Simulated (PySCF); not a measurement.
## Badger's rule along the 4d metals: bonds to H

CCSD(T) in PySCF with def2-TZVPP on every atom (core potentials on Y, Nb, Mo, Tc, Ru, Pd), for the lowest determinant that a PBE0 search found; no spin–orbit coupling. Badger's rule says that Re = d + c·k^(−1/3) for bonds between atoms of fixed rows.

```tsv
molecule	state (unpaired electrons)	Re (Å)	k (mdyn/Å)
PdH	doublet (σ ↑)	1.518	2.54
RuH	quartet (σ ↑, δ ↑↑)	1.574	?
TcH	quintet (σ ↑, π ↑, δ ↑↑)	1.642	?
MoH	sextet (σ ↑, π ↑↑, δ ↑↑)	1.717	?
NbH	quintet (σ ↑, π ↑↑, δ ↑)	1.769	?
YH	singlet (closed shell)	1.933	1.34
```

Question: Fix c and d from PdH and YH.

Answer: c = (1.933 − 1.518)/(1.34^(−1/3) − 2.54^(−1/3)) = 2.383, d = 1.518 − c·2.54^(−1/3) = -0.229 Å.

Question: Predict k of the others and set the computed values beside them.

Answer: 

```csv
molecule,k by the rule,k computed,difference (%)
RuH,2.31,2.36,-2
TcH,2.07,2.10,-1
MoH,1.84,1.87,-2
NbH,1.70,1.75,-3
```

The rule misses by 2 % on average, well for two fitted constants.

Correlated steps freeze no core orbitals. UHF and ROHF references stand side by side, which adds small steps between rows. Spin–orbit coupling is left out. The CCSD T1 diagnostic is raised in YH, a sign that a single reference may not be enough there. The state is the lowest single determinant that the PBE0 search found; with open d or f shells the true ground state can be another one.
